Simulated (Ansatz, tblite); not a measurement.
Forces on Al₃P₄⁻ at its r2SCAN-D4/def2-SVPD geometry. Total charge -1; singlet.

The xTB rows come from tblite. The restricted singlet is unstable towards broken spin symmetry in Hartree–Fock (as tested in another run); at PBE-D4/def2-TZVPD this wasn't settled. Another isomer (singlet) lies 0.77 eV lower at PBE0-D4/def2-TZVPD; other spin states weren't run for this one.

GFN1-xTB (tblite), largest force 1.32 eV/Å:

```xyz
7
positions Å, forces eV/Å
Al   -1.707    0.258    0.760   -0.593    0.306    0.709
Al    0.233   -0.989   -1.136    0.899   -0.151   -0.584
Al    1.741    1.133   -1.519   -0.169    0.146    0.477
P     0.575    1.202    0.877    0.732   -0.910   -0.607
P    -1.039   -2.022    0.752    0.016   -0.469    0.377
P     0.835   -1.090    1.292   -0.480    0.376    0.173
P    -0.639    1.509   -1.025   -0.405    0.701   -0.545
```

GFN2-xTB (tblite), largest force 1.09 eV/Å:

```
Al -0.081 0.231 0.060
Al 0.203 -0.603 -0.099
Al -0.450 -0.264 0.438
P -0.008 0.007 0.004
P -0.299 -0.119 -0.322
P 0.325 0.897 -0.518
P 0.310 -0.149 0.437
```

PBE-D4/def2-TZVPD (Ansatz), largest force 0.23 eV/Å:

```
Al 0.015 -0.008 -0.017
Al -0.030 0.060 0.018
Al 0.023 0.039 0.025
P 0.004 -0.136 -0.189
P 0.112 -0.040 0.073
P -0.164 0.049 0.009
P 0.040 0.036 0.082
```
